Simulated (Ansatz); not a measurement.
C$_{2}$H$_{8}$InNO$_{2}$, SMILES `C[O][In]([NH2])[O]C`, relaxed with RKS PBE0-D4/def2-TZVP in the Gaussian-basis code of Ansatz from a GFN2-xTB geometry. The force threshold is 0.005 eV/Å; the program also tests the step.

Charge 0, multiplicity 1. In: def2 effective core potential.

Start:

```xyz
14

C     2.114   -1.352   -1.285
O     1.968   -0.030   -0.826
In    0.327    0.626    0.099
N     0.069    2.616    0.625
O    -1.105   -0.773    0.287
C    -2.408   -0.484    0.722
H     2.883   -1.860   -0.694
H     2.427   -1.318   -2.333
H     1.184   -1.927   -1.219
H     0.961    3.080    0.475
H    -0.126    2.685    1.620
H    -3.101   -0.516   -0.124
H    -2.494    0.499    1.198
H    -2.699   -1.246    1.453
```

```json
{"step": "1", "energy (eV)": "-12957.0508", "largest force (eV/Å)": "0.765", "largest move (Å)": "0.000"}
{"step": "2", "energy (eV)": "-12957.0966", "largest force (eV/Å)": "0.834", "largest move (Å)": "0.191"}
{"step": "3", "energy (eV)": "-12957.1103", "largest force (eV/Å)": "0.751", "largest move (Å)": "0.168"}
{"step": "4 (rejected)", "energy (eV)": "-12957.0929", "largest force (eV/Å)": "0.509", "largest move (Å)": "0.167"}
{"step": "5", "energy (eV)": "-12957.1264", "largest force (eV/Å)": "0.211", "largest move (Å)": "0.070"}
{"step": "6", "energy (eV)": "-12957.1289", "largest force (eV/Å)": "0.073", "largest move (Å)": "0.063"}
{"step": "7 (rejected)", "energy (eV)": "-12957.1286", "largest force (eV/Å)": "0.089", "largest move (Å)": "0.091"}
{"step": "8", "energy (eV)": "-12957.1304", "largest force (eV/Å)": "0.031", "largest move (Å)": "0.044"}
{"step": "9", "energy (eV)": "-12957.1311", "largest force (eV/Å)": "0.094", "largest move (Å)": "0.075"}
{"step": "10", "energy (eV)": "-12957.1318", "largest force (eV/Å)": "0.086", "largest move (Å)": "0.050"}
{"step": "11", "energy (eV)": "-12957.1327", "largest force (eV/Å)": "0.082", "largest move (Å)": "0.047"}
{"step": "12", "energy (eV)": "-12957.1336", "largest force (eV/Å)": "0.107", "largest move (Å)": "0.086"}
{"step": "13", "energy (eV)": "-12957.1344", "largest force (eV/Å)": "0.087", "largest move (Å)": "0.040"}
{"step": "14", "energy (eV)": "-12957.1355", "largest force (eV/Å)": "0.056", "largest move (Å)": "0.061"}
{"step": "15", "energy (eV)": "-12957.1362", "largest force (eV/Å)": "0.071", "largest move (Å)": "0.075"}
{"step": "16", "energy (eV)": "-12957.1371", "largest force (eV/Å)": "0.032", "largest move (Å)": "0.058"}
{"step": "17", "energy (eV)": "-12957.1374", "largest force (eV/Å)": "0.049", "largest move (Å)": "0.064"}
{"step": "18", "energy (eV)": "-12957.1378", "largest force (eV/Å)": "0.033", "largest move (Å)": "0.040"}
{"step": "19", "energy (eV)": "-12957.1381", "largest force (eV/Å)": "0.015", "largest move (Å)": "0.042"}
{"step": "20", "energy (eV)": "-12957.1382", "largest force (eV/Å)": "0.056", "largest move (Å)": "0.067"}
{"step": "21", "energy (eV)": "-12957.1385", "largest force (eV/Å)": "0.012", "largest move (Å)": "0.003"}
{"step": "22", "energy (eV)": "-12957.1385", "largest force (eV/Å)": "0.001", "largest move (Å)": "0.011"}
{"step": "23", "energy (eV)": "-12957.1387", "largest force (eV/Å)": "0.017", "largest move (Å)": "0.048"}
{"step": "24", "energy (eV)": "-12957.1387", "largest force (eV/Å)": "0.031", "largest move (Å)": "0.042"}
{"step": "25", "energy (eV)": "-12957.1388", "largest force (eV/Å)": "0.010", "largest move (Å)": "0.005"}
{"step": "26", "energy (eV)": "-12957.1388", "largest force (eV/Å)": "0.002", "largest move (Å)": "0.015"}
{"step": "27", "energy (eV)": "-12957.1388", "largest force (eV/Å)": "0.005", "largest move (Å)": "0.026"}
{"step": "28", "energy (eV)": "-12957.1388", "largest force (eV/Å)": "0.006", "largest move (Å)": "0.016"}
{"step": "29", "energy (eV)": "-12957.1388", "largest force (eV/Å)": "0.002", "largest move (Å)": "0.001"}
```

End:

```xyz
14

C     2.088   -1.374   -1.265
O     1.937   -0.012   -0.949
In    0.343    0.655   -0.002
N     0.052    2.603    0.411
O    -1.030   -0.754    0.259
C    -2.272   -0.488    0.851
H     2.562   -1.928   -0.444
H     2.739   -1.458   -2.143
H     1.141   -1.876   -1.500
H     0.900    3.140    0.529
H    -0.559    2.786    1.195
H    -2.838    0.299    0.332
H    -2.187   -0.193    1.907
H    -2.878   -1.400    0.818
```

Hardware: 8 threads of an Arm Neoverse V1 on a shared host. Wall time 93 s, peak host memory 0.85 GiB.
